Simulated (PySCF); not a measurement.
**Two-photon absorption: `InChI=1S/C7H9BO2/c1-6-3-2-4-7(5-6)8(9)10/h2-5,9-10H,1H3`**

Cartesian coordinates in Å; atom numbers follow the order of the lines, from 1:
```xyz
19

C     2.787   -0.982   -0.095
C     1.534   -0.166    0.041
C     1.595    1.207    0.306
C     0.433    1.971    0.397
C    -0.813    1.373    0.228
C    -0.914   -0.001   -0.030
B    -2.328   -0.663   -0.203
O    -2.524   -2.010   -0.314
O    -3.421    0.145   -0.240
C     0.271   -0.743   -0.119
H     3.185   -0.927   -1.122
H     2.604   -2.044    0.127
H     3.578   -0.624    0.580
H     2.570    1.684    0.444
H     0.503    3.042    0.606
H    -1.726    1.969    0.298
H    -1.712   -2.519   -0.241
H    -4.231   -0.367   -0.336
H     0.231   -1.820   -0.328
```

Computed with TDDFT CAM-B3LYP/aug-cc-pVDZ excited states, vertical, gas phase in PySCF 2.14.0. Geometry: PBE0-D3(BJ)/def2-SVP.

(1) Give the one- and two-photon strengths of the lowest singlets.

Results:

(1) δ for parallel linear polarisation; σ at the peak of a Lorentzian of half width 0.1 eV, single beam; Ω is circular over linear.
| state | E (eV) | f | photon λ (nm) | δ (au) | σ (GM) | Ω | main |
| --- | --- | --- | --- | --- | --- | --- | --- |
| S1 | 5.10 | 0.017 | 486 | 7.35 | 0.07 | 1.47 | HOMO→LUMO+1 0.47, HOMO→LUMO 0.14 |
| S2 | 5.72 | 0.062 | 433 | 14.8 | 0.18 | 1.42 | HOMO−1→LUMO+1 0.41, HOMO→LUMO+4 0.20 |
| S3 | 6.14 | 0.001 | 404 | 5.89 | 0.08 | 1.47 | HOMO→LUMO 0.66, HOMO→LUMO+1 0.16 |
| S4 | 6.42 | 0.008 | 386 | 63.5 | 0.96 | 1.48 | HOMO−1→LUMO 0.64, HOMO−1→LUMO+1 0.17 |
| S5 | 6.56 | 0.636 | 378 | 11.9 | 0.19 | 0.99 | HOMO→LUMO+4 0.43, HOMO−1→LUMO+1 0.20 |
| S6 | 6.62 | 0.377 | 374 | 4.98 | 0.08 | 1.49 | HOMO−1→LUMO+4 0.57, HOMO→LUMO+1 0.14 |

Among these, the strongest one-photon state is S5, the strongest two-photon state S4, with a dipole change of 5.8 D (relaxed, norm of the difference vector).
